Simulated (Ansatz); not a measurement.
Reactions of `[Ag][Ag]`.

Isolated molecules relaxed with PBE0-D4/def2-TZVP in Ansatz; ΔE leaves out vibrations. CBS: MP2 limit from def2 TZ/QZ plus the TZ coupled-cluster correction, frozen cores. This one scheme is used for every species. DFT in def2-TZVPP. def2 core potentials past Kr. For Ag, Br, I, Li outer-core shells are correlated without core-valence functions, which leaves a few kJ/mol of doubt a bond. Scalar relativity is left out up to krypton.

| reaction | HF/CBS(def2) (kJ/mol) | PBE-D4 (kJ/mol) | MP2/CBS(def2) (kJ/mol) |
| --- | --- | --- | --- |
| `[Ag][Ag]` + `FBr` → `[F][Ag]` + `[Br][Ag]` | -281 | -156 | -189 |
| `[Ag][Ag]` + CH₃SH → `C[S][Ag]` + `[AgH]` | 116 | 93 | 121 |
| `[Ag][Ag]` + HI → `[AgH]` + `[Ag][I]` | -24 | 13 | 18 |
| `[Ag][Ag]` + `[Li][I]` → `[Ag][I]` + `[Li][Ag]` | 94 | 89 | 111 |

**Question.** Give the CCSD(T)/CBS values in the same order. (Best estimate.)

**Answer.** Computed: -194, 111, 10, 94 kJ/mol.

Largest T1 diagnostic: 0.028, for `[Li][Ag]`, so its coupled-cluster energy is less sure.
